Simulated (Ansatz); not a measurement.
Cartesian coordinates in Å:
```
B -1.177 0.310 -0.806
C -0.295 0.684 0.425
C 0.611 1.878 0.485
N 0.233 -0.439 -0.439
Si 0.227 -2.107 0.116
H -1.083 0.977 -1.800
H -2.124 -0.415 -0.661
H -0.565 0.296 1.406
H 1.533 1.690 1.044
H 0.088 2.703 0.974
H 0.872 2.219 -0.521
H 1.006 -0.146 -1.021
H 0.165 -2.994 -1.070
H 1.468 -2.392 0.885
H -0.959 -2.264 0.983
```

Charge 0, multiplicity 1. The bonds changed during the relaxation, so this is another structure than the one it started from.

(1) List the PBE/def2-TZVPP orbital energies in eV (Ansatz 0.2.0). (Best estimate.)

Results:

(1) Computed: Occupied: -1780.28, -381.74, -269.48, -268.85, -175.56, -138.01, -94.77, -94.72, -94.72, -23.37, -18.35, -15.71, -14.29, -12.59, -11.54, -10.98, -9.91, -9.35, -9.14, -8.86, -8.75, -7.54, -6.93, -6.13. Lowest empty: -0.92, 0.13, 0.41, 0.55, 0.80, 1.00, 1.58, 1.92.
